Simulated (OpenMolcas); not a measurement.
# Ni III: effect of the active space

```yaml
Program: OpenMolcas
Method: SS-CASPT2, IPEA 0.25 Eh, imaginary shift 0.1 Eh
Basis: ANO-RCC-VQZP
Scalar_Hamiltonian: DKH2, point nucleus
Spin-orbit_coupling: state interaction with AMFI integrals over the reference wave functions, term energies averaged over their components
```

A. 8 electrons in 5 orbitals (3d); 2S+1 = 3 even, 10 roots; 2S+1 = 1 even, 15 roots; closed shells correlated: 3s 3p; CASPT2 step of the order of 9 core-seconds
B. 8 electrons in 6 orbitals (3d 4s); 2S+1 = 3 even, 55 roots; 2S+1 = 5 even, 10 roots kept (CI in the orbitals of an earlier block); 2S+1 = 1 even, 50 roots kept (CI in the orbitals of an earlier block); closed shells correlated: 3s 3p; CASPT2 step about 90 core-seconds
C. 8 electrons in 10 orbitals (3d 4d); 2S+1 = 3 even, 10 roots; 2S+1 = 1 even, 15 roots; closed shells correlated: 3s 3p; CASPT2 step roughly 7 core-minutes

Energies in eV above 3d⁸ ³F₄, the measured ground level; measured values from Corliss and Sugar, J. Phys. Chem. Ref. Data 10, 197 (1981).

| Level | A | B | C | Measured |
| --- | --- | --- | --- | --- |
| 3d⁸ ³F₄ | 0.0000 | 0.0000 | 0.0000 | 0.0000 |
| 3d⁸ ³F₃ | 0.1695 | 0.1812 | 0.1683 | 0.1687 |
| 3d⁸ ³F₂ | 0.283 | 0.301 | 0.281 | 0.2814 |
| 3d⁸ ¹D₂ | 1.644 | 1.623 | 1.700 | 1.7397 |
| 3d⁸ ³P₂ | 2.107 | 2.063 | 2.087 | 2.0658 |
| 3d⁸ ³P₁ | 2.156 | 2.110 | 2.128 | 2.1050 |
| 3d⁸ ³P₀ | 2.188 | 2.144 | 2.160 | 2.1363 |
| 3d⁸ ¹G₄ | 2.834 | 2.798 | 2.892 | 2.8651 |
| 3d⁸ ¹S₀ | 6.506 | 6.357 | 6.549 | 6.5131 |

Deviations, from unrounded energies. A percentage is the sum of absolute deviations over the sum of measured energies, with the sign that they share, or ± where signs differ.

```json
{"Against measurement": "mean absolute deviation (cm-1)", "Levels": "8", "A": "280", "B": "390", "C": "170"}
{"Against measurement": "fine structure of the ground term (%)", "Levels": "2", "A": "+0.5", "B": "+7.1", "C": "-0.2"}
{"Against measurement": "other terms of the ground configuration (%)", "Levels": "6", "A": "±1.6", "B": "±2.0", "C": "±1.0"}
```

C lies closest to measurement on these levels and B furthest from it. The largest miss of C in the table is 3d⁸ ¹D₂, by -320 cm-1. The ranking rests on the paired levels alone, and a cruder setting can come out closer through cancelling errors.

The two smallest mean deviations differ by little beside CASPT2's spread within terms, so their order carries little weight.

Among A to C the level of the table that moves most is 3d⁸ ¹S₀, by 1500 cm-1 (lowest in B, highest in C). Moves below CASPT2's spread within the term are not significant.

Term energies are means over components that CASPT2 splits; among the terms shown or strongly mixed into the levels shown the widest spread is 930 cm-1 (3d⁸ ³F, A). Some levels mix across a computed gap that differs much from the measured one, so their mixing is not that of the real levels (holds for A; B). Terms from blocks run as CI alone lack orbitals of their own (holds for B). Active for correlation alone: 4d; no level in the range computed is led by a configuration that fills it, so any true level of that kind is missing (holds for C). Measured partners are found by configuration, term and J. A level has none where our copy of the source lacks it or the pairing is in doubt (some pairs that miss far off the trend of their configuration count as doubtful), and it then counts in no deviation. Levels of configurations outside the active space are missing. Levels that lie high or do not pair safely by name in every column are left out.
